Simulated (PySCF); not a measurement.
The vertical singlet excitations below were computed for one of the candidates. Theory: TDDFT PBE0/def2-SVPD, vertical, gas phase, core orbitals frozen in the response (PySCF 2.14.0, density-fitted response routines). Geometries: GFN2-xTB, one conformer each.

```
state  λ (nm)       f
   S1   207.2   0.030
   S2   196.5   0.014
   S3   193.5   0.036
   S4   185.5   0.028
   S5   182.2   0.023
   S6   178.5   0.018
   S7   178.1   0.056
   S8   172.7  0.0054
```

Triplets computed (Tamm–Dancoff): 5.45, 5.77, 6.06 eV.

Question: Which structure fits?
A. `CO[Si@@H](S)CC=O`
B. `O([Si@H]1CC(=N1)C#N)[SiH3]`
C. `O(C)[C@H]1CO[SiH2][SiH2]1`

Answer: C. Its S1, at 5.98 eV, is the highest among the candidates; the nearest of the others has S1 at 4.38 eV. S1 is HOMO→LUMO (95%). Löwdin shares by element: HOMO oxygen 42%, carbon 13% or more, silicon 12% or more (atoms not listed hold the other 34%); LUMO silicon 54%, oxygen 8% or more, hydrogen 6% or more (atoms not listed hold the other 32%). At the same level the other candidates give, for their lowest levels:
- `CO[Si@@H](S)CC=O`: 283 nm (f 0.000); 240 nm (f 0.000); 203 nm (f 0.000); 197 nm (f 0.000); 188 nm (f 0.055); T1 3.76 eV; HOMO -7.24, LUMO -1.10 eV
- `N#CC1=N[Si@@H](O[SiH3])C1`: 353 nm (f 0.000); 238 nm (f 0.003); 208 nm (f 0.002); 200 nm (f 0.026); 196 nm (f 0.161); T1 2.92 eV; HOMO -7.73, LUMO -2.32 eV
